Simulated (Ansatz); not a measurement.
# Active spaces for GeH₂, singlet

Computed with Ansatz's Gaussian-basis code (development build). Basis cc-pVTZ, nonrelativistic, 9 orbitals frozen in the corrections. State-specific CASSCF; RHF is the lowest restricted (open-shell) Hartree–Fock solution met. No symmetry is imposed, so a solution can break that of the shape. No proof that the lowest CASSCF solution was found.

Geometry. A bond is stretched, to 1.37 times the sum of the covalent radii.

```
atom   x (Å)    y (Å)    z (Å)
  Ge  0.0000  -0.1591  -0.1558
   H  0.0000  -0.1591   1.9125
   H  0.0000   1.9092  -0.1987
```

**Question.** What do CASSCF and its corrections give against RHF in CAS(4,5), and what are the occupations?

**Answer.** CASSCF -1.525 eV, SC-NEVPT2 -5.182 eV; occupations 1.92, 1.91, 0.08, 0.08, 0.01.

**Question.** Roughly how much CPU time does a whole run from the default start take (median of such runs, summed over threads; nearly all runs on one pinned thread of a shared server, mostly Xeon at 2.3 to 2.6 GHz, by a development driver)?

**Answer.** CAS(4,5): about 4 s. Other jobs ran beside these, and the count of passes differs.
